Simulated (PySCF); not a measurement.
Two species compared at the same levels of theory.

First species: 2,2-dichloropropane, C3H6Cl2.
Z-matrix (Å and degrees, GFN2-xTB geometry), rows numbered from 1:
```
C 
C   1  1.5148
C   2  1.5147  1  113.60
Cl  2  1.7947  1  108.94  3   121.61
Cl  2  1.7947  1  108.96  3  -121.68
H   1  1.0878  2  109.65  3    59.90
H   1  1.0872  2  110.67  3   179.96
H   1  1.0878  2  109.63  3   -60.00
H   3  1.0878  2  109.67  1   -60.01
H   3  1.0873  2  110.68  1   179.93
H   3  1.0878  2  109.63  1    59.89
```

Second species: CH10ClPSi3.
InChI=1S/CH10ClPSi3/c2-1-5-6(3)4/h6H,1,3,5H2,4H3/t6-/m0/s1

Levels: PBE0/def2-SVPD for dipole moment, HOMO energy, LUMO energy, HOMO–LUMO gap, static isotropic polarisability and electronic spatial extent ⟨r²⟩ about the centre of nuclear charge; TDDFT PBE0/def2-SVPD for lowest singlet excitation; TDA PBE0/def2-SVPD for lowest triplet excitation (Tamm–Dancoff); GFN2-xTB for rotational constant A and rotational constant C. Geometries: GFN2-xTB. All species are isolated and taken at one optimised geometry, non-relativistic unless stated. Electronic properties by PySCF.

Dipoles, sizes and rotational constants follow the conformer. The torsions of the flexible species, by atom-mapped SMILES:
- `[SiH3:1][Si@H:2]([PH2:3])[SiH2:4][CH2:5][Cl:6]`: Si1–Si2–Si4–C5 26°, Si2–Si4–C5–Cl6 -58°, H–P3–Si2–Si1 -79°, H–P3–Si2–Si1 -171°

| property | column X | column Y |
| --- | --- | --- |
| dipole moment | 1.73 D | 2.40 D |
| HOMO energy | -7.33 eV | -8.50 eV |
| LUMO energy | -0.85 eV | -0.05 eV |
| HOMO–LUMO gap | 6.48 eV | 8.45 eV |
| lowest singlet excitation | 5.45 eV | 6.88 eV |
| lowest triplet excitation (Tamm–Dancoff) | 4.92 eV | 6.16 eV |
| static isotropic polarisability | 142.2 au | 65.9 au |
| electronic spatial extent ⟨r²⟩ about the centre of nuclear charge | 2003 bohr² | 664 bohr² |
| rotational constant A | 1.460 GHz | 3.658 GHz |
| rotational constant C | 0.567 GHz | 2.171 GHz |

(1) Which column belongs to which species?

(2) How does each property change from the first species to the second?

Answers

(1) Column X is the second species and column Y the first. The first has 11 atoms and 58 electrons, the second 16 and 90.

(2) dipole moment -0.67 D; HOMO energy +1.17 eV; LUMO energy -0.80 eV; HOMO–LUMO gap -1.97 eV; lowest singlet excitation -1.43 eV; lowest triplet excitation (Tamm–Dancoff) -1.24 eV; static isotropic polarisability +76.3 au; electronic spatial extent ⟨r²⟩ about the centre of nuclear charge +1339 bohr²; rotational constant A -2.198 GHz; rotational constant C -1.604 GHz.

On the first: The dipole equals about 8.0 × 10⁻³⁰ C·m (1 D = 3.33564 × 10⁻³⁰ C·m). The vertical singlet–triplet gap S1 − T1 is 0.72 eV (TDDFT singlet less Tamm–Dancoff triplet; S1: HOMO→LUMO, weight 0.94; T1: HOMO→LUMO, weight 0.91).

On the second: The polarisability is 21.07 Å³ as a volume (1 au = 0.148185 Å³), or 1.58 au for each of the 90 electrons. The principal polarisabilities are 115.6, 152.0 and 158.9 au; their mean is the isotropic value.
